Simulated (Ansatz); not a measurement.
Two members of one family (Cyclo-(X2SnNH)n), computed with Ansatz in the gas phase; def2 core potentials for Sn, no spin–orbit coupling. The two geometries come from different levels. Binding counts from free atoms in the multiplicity of their measured ground term, without zero-point energy. The structures are stationary points that may keep the symmetry of their start.

First: cyclo-(H2SnNH)2 (singlet, charge 0, B3LYP-D4/def2-SVP geometry).

Cartesian coordinates in Å:
```
Sn -0.676 1.009 -0.959
H -0.557 2.726 -1.043
H -1.747 0.408 -2.182
N 1.146 0.054 -0.760
Sn 0.714 -0.943 0.998
H 0.430 -2.650 0.882
H 1.807 -0.593 2.283
N -0.951 0.284 0.959
H 1.690 -0.328 -1.529
H -1.855 0.034 1.351
```

| level | HOMO (eV) | LUMO (eV) | gap (eV) | binding per atom (eV) |
| --- | --- | --- | --- | --- |
| PBE-D4/def2-SVP | -4.81 | -1.59 | 3.21 | 2.76 |
| PBE-D4/def2-TZVP | -5.14 | -1.83 | 3.31 | 2.81 |
| PBE0-D4/def2-SVP | -6.24 | -0.84 | 5.41 | 2.68 |
| PBE0-D4/def2-TZVP | -6.50 | -1.10 | 5.40 | 2.73 |
| HSE06-D4/def2-TZVP | -6.10 | -1.45 | 4.64 | 2.73 |

Second: cyclo-(Cl2SnNH)3 (singlet, charge 0, PBE-D4/def2-SVP geometry).

```xyz
15

Sn   -1.997    0.299    0.406
Cl   -4.152    0.802   -0.385
Cl   -2.189    0.000    2.746
N    -1.311   -1.373   -0.557
Sn    0.675   -1.875   -0.521
Cl    1.335   -2.873    1.519
Cl    1.091   -3.462   -2.204
N     1.719   -0.167   -0.955
Sn    1.297    1.602   -0.015
Cl    2.312    3.356   -1.204
Cl    2.141    1.701    2.193
N    -0.736    1.828   -0.106
H    -1.892   -2.192   -0.316
H     2.733   -0.351   -0.950
H    -1.026    2.707    0.348
```

Task: What does the change do? Estimate second minus first.

Result: 
```
             level  Δ HOMO (eV)  Δ LUMO (eV)  Δ gap (eV)  Δ binding per atom (eV)
   PBE-D4/def2-SVP        -2.25        -2.55       -0.29                     0.45
  PBE-D4/def2-TZVP        -2.17        -2.53       -0.36                     0.44
  PBE0-D4/def2-SVP        -2.34        -2.55       -0.21                     0.40
 PBE0-D4/def2-TZVP        -2.24        -2.45       -0.21                     0.40
HSE06-D4/def2-TZVP        -2.24        -2.45       -0.21                     0.40
```
